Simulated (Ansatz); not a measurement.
Cost and result for the atomization energy of CH₅AlOSi (9 atoms, 9 bonds).

Z-matrix (Å, degrees):
```
Al
C 1 1.941
O 1 1.967 2 37.3
Si 1 2.443 2 116.8 3 92.9
H 1 1.582 2 115.5 3 -92.3
H 2 1.104 1 170.5 3 177.9
H 4 1.492 1 111.1 2 106.5
H 4 1.491 1 111.5 2 -13.1
H 4 1.491 1 112.3 2 -133.8
```

Charge 0, multiplicity 1. The bonds changed during the relaxation, so this is another structure than the one it started from. Geometry: relaxed with PBE0-D4/def2-TZVP. It is one conformer, not always the lowest. Program: Ansatz. All runs use 2 threads of an Arm Neoverse V1 on a shared host. Times are those of one run each, without the atoms' runs, and a repeat can differ threefold. Electronic energies, without spin–orbit coupling; frozen cores. CCSD(T)/CBS adds CCSD(T) − MP2 in def2-TZVPP to the MP2 limit, and its time is that of the two runs behind it. T1 = 0.017. B3LYP takes the VWN-RPA correlation (the form of Gaussian; ORCA's B3LYP/G).

CCSD(T)/CBS is a level of theory with its own doubt, some kJ/mol a heavy atom from the limit and from the frozen cores, so smaller differences don't rank the functionals.

| level | functions | wall time | atomization (kJ/mol) | difference from CCSD(T)/CBS | per bond |
| --- | --- | --- | --- | --- | --- |
| revPBE-D4/def2-TZVPP | 216 | 2.7 s | 2848.6 | -42.7 | -4.7 |
| CCSD(T)/def2-SVP | 89 | 3.1 s | 2720.3 | -171.0 | -19.0 |
| BHLYP-D4/def2-TZVPP | 216 | 3.8 s | 2794.3 | -97.0 | -10.8 |
| CAM-B3LYP-D4/def2-TZVPP | 216 | 4.2 s | 2889.7 | -1.6 | -0.2 |
| B3LYP-D4/def2-TZVPP (with forces) | 216 | 5.5 s | 2875.6 | -15.7 | -1.7 |
| r2SCAN-D4/def2-TZVPP (with forces) | 216 | 6 s | 2894.8 | 3.5 | 0.4 |
| B2PLYP/def2-TZVPP | 216 | 7 s | 2845.2 | -46.1 | -5.1 |
| PBE-QIDH/def2-TZVPP | 216 | 7.5 s | 2844.2 | -47.1 | -5.2 |
| ωB97X-V/def2-TZVPP | 216 | 11 s | 2908.3 | 17.0 | 1.9 |
| ωB97M-V/def2-TZVPP (with forces) | 216 | 17 s | 2890.9 | -0.4 | 0.0 |
| MP2/def2-QZVPP | 404 | 26 s | 2883.3 | -8.0 | -0.9 |
| CCSD(T)/def2-TZVPP | 216 | 79 s | 2811.5 | -79.8 | -8.9 |
| CCSD(T)/CBS(def2) | – | 110 s | 2891.3 | 0.0 | 0.0 |

In def2-TZVPP, CCSD(T) changes the Hartree–Fock value by +734.6 kJ/mol (the triples alone add +45.1 kJ/mol) and MP2 by +758.6 kJ/mol; breaking electron pairs costs correlation energy, which Hartree–Fock lacks. From r2SCAN to r2SCAN0 (25 % exact exchange), in def2-TZVPP and without D4, the atomization energy moves by −56.4 kJ/mol: exact exchange takes away binding that semilocal exchange gives to molecules. The D4 term adds +26.3 kJ/mol with B3LYP and +13.9 kJ/mol with PBE0; it sums over pairs of atoms, weighted by their polarisabilities, and B3LYP, whose exchange is more repulsive, gets the larger term.
